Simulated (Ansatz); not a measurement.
Born–Oppenheimer molecular dynamics of GeH4OSSn (8 atoms, charge 0, multiplicity 1). It starts at the highest image of a converged band. Of that band: Neighbouring images differ by up to 1.5 eV, so the band resolves the path poorly. A vibrational analysis at the climbing image gives one clearly imaginary mode, 1517i cm⁻¹: a first-order saddle point.

These are results of Ansatz 0.2.0, RHF/def2-mTZVP, not measurements.

- ensemble: NVE (velocity Verlet)
- time step: 0.5 fs
- steps asked: 200
- starting velocities drawn for: 100 K
- seed: 7666

First frame:

```xyz
8
Properties=species:S:1:pos:R:3
O 0.135 -0.518 1.171
Ge 0.710 1.129 1.137
S 0.058 1.042 -1.548
Sn -0.654 -1.036 -0.578
H 2.248 1.091 1.286
H -0.199 1.910 0.027
H 0.128 -2.428 -1.165
H -2.333 -1.247 -0.387
```

Task: What does the run give?

Result: The run went to its last step.

```
steps done                                               : 200
time covered                                             : 100 fs
mean temperature over the second half                    : 2030 K
spread of the potential energy over the second half      : 72.1 meV per atom
mean potential energy of the second half above the start : -187.2 meV per atom
```

The conserved energy stayed within 0.34 meV per atom of its start (net change -0.34 meV per atom), so the integration is sound. The system heated up, since it started high on the potential surface and ran downhill. A run of 0.1 ps of so small a system gives no equilibrium averages. The orbitals stay closed-shell, which can raise the energy where a bond breaks towards radicals; this wasn't checked here.

Task: What happens to the structure?

Result: The step under study would form S3–H6 and break Ge2–H6. These pairs go: S3–H6 1.82 → 3.75 Å, Ge2–H6 1.63 → 1.59 Å. In the last frame they stand as before the step (other bonds may differ from the relaxed reactants and products). It ends as one piece, GeH4OSSn. Pairs count as bonded within 1.25 times the sum of covalent radii (0.12 Å more for H–H). The details hang on the random start.

Task: How do temperature and energy run in time?

Result: 
| time (fs) | T (K) | potential energy less start (eV) | conserved less start (meV/atom) |
| --- | --- | --- | --- |
| 0.0 | 100 | 0.000 | 0.00 |
| 8.0 | 144 | -0.034 | 0.03 |
| 16.0 | 1749 | -1.280 | -0.09 |
| 24.0 | 2011 | -1.483 | -0.08 |
| 32.0 | 1567 | -1.138 | -0.07 |
| 40.0 | 1644 | -1.198 | -0.04 |
| 48.0 | 2093 | -1.545 | 0.07 |
| 56.0 | 2548 | -1.899 | -0.03 |
| 64.0 | 2340 | -1.738 | -0.13 |
| 72.0 | 479 | -0.293 | 0.11 |
| 80.0 | 2566 | -1.913 | -0.11 |
| 88.0 | 2233 | -1.655 | -0.03 |
| 96.0 | 1322 | -0.947 | 0.05 |

The run took 12 min on 2 threads of Arm Neoverse V1, with other jobs on the host, peak memory 0.36 GiB.
